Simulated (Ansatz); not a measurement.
The first iterations of a band of Cl3FH3NZr (9 atoms, charge 0, multiplicity 1).

Level of theory: Ansatz 0.2.0, RKS B3LYP-D4/def2-SVP.

```
movable images  : 5
climbing image  : yes
spring          : 5.0 eV/Å²
optimiser       : quadratic models (default)
start path      : through a guess of the saddle point
force threshold : 0.05 eV/Å
iteration limit : 60
end points      : relaxed
```

Initial state:

```xyz
9
Properties=species:S:1:pos:R:3
Zr -0.031 -0.660 -0.004
N 0.527 -0.003 2.279
H -0.251 -0.172 2.921
H 0.764 0.989 2.357
Cl 2.170 0.149 -0.396
Cl -1.742 0.959 0.326
Cl -0.589 -1.418 -2.177
F -0.200 -2.314 0.935
H 1.329 -0.528 2.637
```

Final state:

```xyz
9
Properties=species:S:1:pos:R:3
Zr 0.557 -0.248 -0.028
N -0.126 -0.460 2.305
H -1.138 -0.387 2.433
H 0.297 0.269 2.886
Cl 1.348 -0.055 -2.251
Cl -0.368 1.922 0.273
Cl -0.970 -2.054 -0.277
F 2.219 -0.625 0.834
H 0.158 -1.359 2.702
```

| iteration | highest image above the first end (eV) | largest band force component (eV/Å) |
| --- | --- | --- |
| 1 | 4.606 | 5.823 |
| 2 | 2.144 | 2.518 |
| 3 | 1.519 | 2.476 |
| 4 | 1.130 | 1.677 |

**Question.** Does the band converge within its limit, and where does its top end?

**Answer.** The forces met the threshold. It ended after 13 iterations with the highest image 0.252 eV above the first end. A vibrational analysis at the climbing image gives one clearly imaginary mode, 66i cm⁻¹, and a faint second one (34i cm⁻¹) that may be numerical noise or a soft torsion: probably a first-order saddle point.

Time of the run: 3.6 min on 4 threads of Intel(R) Xeon(R) Platinum 8259CL CPU @ 2.50GHz (Skylake/Cascade Lake), with other jobs on the host, peak memory 0.41 GiB.
